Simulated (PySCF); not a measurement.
SMILES S1SSS[SH+]SSS1 (HS₈ (cation, charge +1)), PBE0/def2-SVP optimised geometry.

```
9

S      0.88     0.76    -4.21
S     -0.21    -0.96    -4.56
S      0.55    -2.37    -3.22
S     -0.86    -2.71    -1.81
S     -0.50    -1.57     0.00
S     -0.86     0.57     0.00
S      0.55     1.57    -1.04
S     -0.21     1.96    -2.95
H      0.86    -1.57     0.00
```

Density from PySCF with PBE0/def2-TZVP at that geometry.

Minimum of the electron density along straight lines between bonded atoms, close to the bond critical point (lines longer than 1.1 times the sum of covalent radii, or with two minima, are not listed):

```json
[
 {"bond": "S1–S2", "length / Å": "2.062", "ρ at the minimum / e bohr⁻³": "0.149", "∇²ρ there / e bohr⁻⁵": "-0.12", "position (fraction from the first atom)": "0.50"},
 {"bond": "S2–S3", "length / Å": "2.093", "ρ at the minimum / e bohr⁻³": "0.141", "∇²ρ there / e bohr⁻⁵": "-0.10", "position (fraction from the first atom)": "0.49"},
 {"bond": "S3–S4", "length / Å": "2.022", "ρ at the minimum / e bohr⁻³": "0.157", "∇²ρ there / e bohr⁻⁵": "-0.14", "position (fraction from the first atom)": "0.49"},
 {"bond": "S4–S5", "length / Å": "2.172", "ρ at the minimum / e bohr⁻³": "0.121", "∇²ρ there / e bohr⁻⁵": "-0.04", "position (fraction from the first atom)": "0.48"},
 {"bond": "S5–S6", "length / Å": "2.172", "ρ at the minimum / e bohr⁻³": "0.121", "∇²ρ there / e bohr⁻⁵": "-0.04", "position (fraction from the first atom)": "0.52"},
 {"bond": "S6–S7", "length / Å": "2.022", "ρ at the minimum / e bohr⁻³": "0.157", "∇²ρ there / e bohr⁻⁵": "-0.14", "position (fraction from the first atom)": "0.51"},
 {"bond": "S1–S8", "length / Å": "2.062", "ρ at the minimum / e bohr⁻³": "0.149", "∇²ρ there / e bohr⁻⁵": "-0.12", "position (fraction from the first atom)": "0.50"},
 {"bond": "S7–S8", "length / Å": "2.093", "ρ at the minimum / e bohr⁻³": "0.141", "∇²ρ there / e bohr⁻⁵": "-0.10", "position (fraction from the first atom)": "0.51"},
 {"bond": "S5–H9", "length / Å": "1.363", "ρ at the minimum / e bohr⁻³": "?", "∇²ρ there / e bohr⁻⁵": "?", "position (fraction from the first atom)": "0.68"}
]
```

Question: What belongs in the gaps?

Answer: 
- S5–H9, ρ at the minimum / e bohr⁻³: 0.216
- S5–H9, ∇²ρ there / e bohr⁻⁵: -0.64
